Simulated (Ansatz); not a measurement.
Consider the isomerisation: `[SiH3]O[SiH](Cl)Cl` → `Cl[SiH2]O[SiH2]Cl`.

Program: Ansatz. Geometries: PBE0-D4/def2-TZVP. ΔE: electronic, gas phase. CCSD(T)/CBS adds triple-zeta CCSD(T) − MP2 to the extrapolated MP2 energy (def2 sets, frozen cores). DFT in def2-TZVPP. B3LYP here is the variant with VWN-RPA as its local correlation; programs differ in this. One conformer a species, not always the lowest.

```tsv
level	ΔE (kJ/mol)	difference from CCSD(T)/CBS
BLYP-D4	-1.8	1.3
B3LYP-D4	-2.4	0.7
r2SCANh-D4	-2.2	0.9
BHLYP-D4	-3.0	0.1
revPBE	-2.6	0.5
BHLYP	-4.0	-0.9
CCSD/def2-SVP	-1.2	1.9
MP2/def2-TZVPP	-2.3	0.8
CCSD(T)/def2-TZVPP	-2.7	0.4
MP2/def2-QZVPP	-2.6	0.5
CCSD(T)/CBS	-3.1	0
```

Largest T1 diagnostic among the species: 0.010.

Leaving LDA and LC-ωPBE aside and taking each functional with its dispersion term where it has one, the values, not all of them listed here, spread over 2.3 kJ/mol, from BHLYP-D4 to B97M-V.
